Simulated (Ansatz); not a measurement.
This geometry of CH7N3Si (12 atoms, charge 0, multiplicity 1) is a first-order saddle point.

The calculation used RKS B3LYP-D4/def2-SVP in Ansatz.

```xyz
12
Properties=species:S:1:pos:R:3
N -1.439 -0.779 0.788
C -0.190 -0.761 0.549
N 0.695 -1.787 1.054
Si 0.699 0.579 -0.469
N -0.499 1.690 -1.071
H -1.874 0.044 0.345
H 0.604 -1.812 2.074
H 0.348 -2.698 0.742
H 1.469 -0.094 -1.558
H 1.629 1.338 0.415
H -0.943 1.545 -1.973
H -0.423 2.680 -0.862
```

(1) Which two structures does it join? (They come from a converged band through this point; their orientation in space is the band's.)

(2) How far does it lie above each of them?

## Answers

(1) No bond is made or broken. The dihedral N1–C2–N3–H7 goes from -167 to 11°.

Image 0:

```xyz
12
Properties=species:S:1:pos:R:3
N -1.532 -0.647 0.819
C -0.281 -0.767 0.556
N 0.390 -1.922 0.878
Si 0.705 0.624 -0.311
N -0.477 1.610 -1.109
H -1.869 0.258 0.477
H 1.400 -1.956 0.864
H -0.090 -2.591 1.473
H 1.756 -0.004 -1.178
H 1.399 1.499 0.678
H -1.013 1.236 -1.886
H -0.311 2.604 -1.228
```

Image 6:

```xyz
12
Properties=species:S:1:pos:R:3
N -1.513 -0.620 0.887
C -0.262 -0.730 0.620
N 0.457 -1.818 1.065
Si 0.712 0.640 -0.290
N -0.476 1.584 -1.130
H -1.864 0.275 0.534
H -0.091 -2.581 1.455
H 1.286 -2.093 0.551
H 1.760 -0.022 -1.138
H 1.405 1.560 0.656
H -1.017 1.175 -1.886
H -0.319 2.573 -1.292
```

(2) 46.3 kJ/mol above the first and 48.1 kJ/mol above the second. This is the barrier of this one path; another mechanism may lie lower.

The run took 5.5 min on 2 threads of Arm Neoverse N1, on a shared host, peak memory 0.25 GiB.
